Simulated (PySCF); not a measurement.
## Dipole response of Cr(23+) (chromium, charge +23)

1s1, 2S determinant. Computed with PySCF 2.14 in an uncontracted even-tempered set (17 s from 22 bohr⁻², ratio 2.2; 7 p from 34 bohr⁻², ratio 2.4; 4 d from 100 bohr⁻², ratio 2.4; 3 f from 150 bohr⁻², ratio 2.4; 3 g from 230 bohr⁻², ratio 2.4), with the spin-free X2C one-electron Hamiltonian (Gaussian nucleus). Coupled (time-dependent) response in atomic units; α is the mean over directions.

```json
{"method": "UHF", "mean α (bohr³)": "1.313e-05", "C₆ (like pair)": "3.213e-08", "S(−4)": "2.298e-10"}
```

S(−4) is the Cauchy moment in α(ω) = α(0) + S(−4) ω² + …

α(iu) at UHF:

```
u (hartree)  α(iu) (bohr³)
          0      1.313e-05
       20.0      1.304e-05
       40.0      1.278e-05
       80.0      1.182e-05
        120      1.053e-05
        160      9.163e-06
        200      7.876e-06
        300      5.359e-06
        400      3.748e-06
        600      2.052e-06
       1000      8.563e-07
```

A single London oscillator, α(iu) = α/(1 + u²/ω²), gives C₆ = (3/4) ω α². Matching the computed C₆ needs ω = 4 × 3.213e-08 / (3 × 1.313e-05²) = 248 hartree.

For a non-relativistic one-electron ion the exact value is 9/(2Z⁴) = 1.356e-05 bohr³; Hartree-Fock is exact here up to the basis and relativity.

For an ion, C₆ is the dispersion term alone; charge-induced terms of lower order in 1/R come first.
